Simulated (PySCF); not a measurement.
# [TmOCl]− at several levels of theory

Computed with PySCF 2.14.0 (density fitting, no spin-orbit coupling) at the geometry relaxed with PBE0:

```xyz
3
[TmOCl]− (singlet in the valence; each metal's 4f electrons, 13 of them, lie in its core potential, out of spins and levels)
Tm    0.2370    0.0000   -0.2107
O     2.1023    0.0000    0.5314
Cl   -2.2828    0.0000    0.8687
```

| level | basis | state | HOMO (eV) | gap (eV) | charge on Tm1 (e) | population of f-type functions on Tm1 (polarisation alone where 4f lies in the core) | dipole about the centre of mass (D) | largest force component (eV/Å) |
| --- | --- | --- | --- | --- | --- | --- | --- | --- |
| PBE0 | Tm lcecp-0-SVP with ECP59, O def2-SVP, Cl def2-SVP | singlet | – | – | 0.21 | 0.02 | 6.80 | 0.01 |
| revPBE | the same | singlet | – | – | 0.07 | 0.02 | 5.90 | 0.66 |
| wB97X | the same | singlet | – | – | 0.23 | 0.03 | 7.34 | 0.12 |

In the lcecp rows the 4f levels are missing from HOMO and gap, and the state counts the valence alone.

Charges are Mulliken's, which hang on the basis. The relaxation used the grid (50, 194), these runs (75, 302) or, all-electron (x2c bases, spin-free X2C Hamiltonian), (99, 590).

Task: What does PBE0 with Tm lcecp-0-TZVP with ECP59, O def2-TZVP, Cl def2-TZVP give here?

Result: state singlet, charge on Tm1 (e) 0.67, population of f-type functions on Tm1 (polarisation alone where 4f lies in the core) 0.03, dipole about the centre of mass (D) 7.31, largest force component (eV/Å) 0.60. Time: 5 s on 2 threads of Arm Neoverse V1 (shared host), from free ions and atoms.

An lcecp potential fixes the number of 4f electrons, so in runs with it no electron can move into or out of that shell.

Small gap, closed shell not tested for a spin-broken solution: revPBE.
